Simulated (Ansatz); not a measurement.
Input file for Ansatz (a first-principles code): R-B3LYP/def2-TZVPP on H2O (SMILES O).

Ansatz 0.2 input:
```yaml
crystal:
  periodic: [false, false, false]
  atoms:
    - {symbol: O, position_ang: [-0.00000000, 0.00000000, 0.38961139]}
    - {symbol: H, position_ang: [0.00000000, 0.76498632, -0.19485569]}
    - {symbol: H, position_ang: [0.00000000, -0.76498632, -0.19485569]}
basis:
  gaussian:
    orbitals: def2-TZVPP
hamiltonian:
  xc: {name: B3LYP}
scf: {lower_state_search: off}
```

Program output:

```
WARN ansatz: RAYON_NUM_THREADS=4 ignored (pool sized by the plan → 4); use --threads N
Functional definition: B3LYP
these checks for a lower state are left out or cut short: stability, starts, cluster_reference, orbital_swaps, neighbouring_geometries, increment
integrals: 0.00 GiB planned
269 factors; their error is unknown
mean field: 0.10 GiB planned
mean field evaluation 1: about -2076.1976 eV, gradient 5.4e1 eV
mean field evaluation 2: about -2068.1386 eV, gradient 8.6e1 eV
mean field evaluation 4: about -2080.7587 eV, gradient 2.7e-1 eV
mean field evaluation 8: about -2080.7637 eV, gradient 1.1e-3 eV
mean field -2080.76373119 eV, -76.4666567288 hartree, gradient 6.2e-7 eV, S^2 0.000000; 0 other end points of the search recorded, 0 dependent functions left out
reference -2080.76386994 eV, -76.4666618280 hartree; 5, 5 occupied and 54, 54 virtual orbitals, 269 factors
Total energy: -2080.76386994 eV, -76.4666618280 hartree
Checks for a lower state left out: stability, starts, cluster_reference, orbital_swaps, neighbouring_geometries, increment
```

The run converged.

Cost: roughly 0.5 core-seconds.
